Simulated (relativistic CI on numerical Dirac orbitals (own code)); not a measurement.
# Cubic crystal-field splitting of Tm2+ by operator equivalents

Problem. Tm2+ (4f13) sits in a cubic field with the Wybourne parameters B⁴₀ = 630 and B⁶₀ = 160 cm⁻¹. Find the levels of its ground J multiplet, neglecting the mixing with the other J.

Working.
1. One f hole has the ground level ²F7/2 with g_J = 8/7 and the Stevens factors β = −2/1155 and γ = 4/27027.
2. Stevens form: B₄ = β B⁴₀/8 = -0.1364 and B₆ = γ B⁶₀/16 = 0.00148 cm⁻¹, in H = B₄(O₄⁰ + 5O₄⁴) + B₆(O₆⁰ − 21O₆⁴).
3. For J = 7/2 the eigenvalues are E(Γ6) = 840B₄ − 25200B₆ = -151.8, E(Γ7) = −1080B₄ − 15120B₆ = 124.9 and E(Γ8) = 120B₄ + 20160B₆ = 13.5 cm⁻¹.
4. Order and energies above the lowest: Γ6 0.0, Γ8 165.3, Γ7 276.7 cm⁻¹. A Γ6 ground doublet has the isotropic |g| = 2.667.

Check. Diagonalising spin-orbit coupling (free-ion gap 8571 cm⁻¹, from a Dirac-Coulomb-Breit calculation) and field together in all 14 states gives Γ6 0.0, Γ8 163.5, Γ7 276.7 cm⁻¹, with |g| = 2.667. The other multiplet starts at 8665 cm⁻¹; the differences from the hand values come from J mixing and grow with the ratio of the field to that gap.
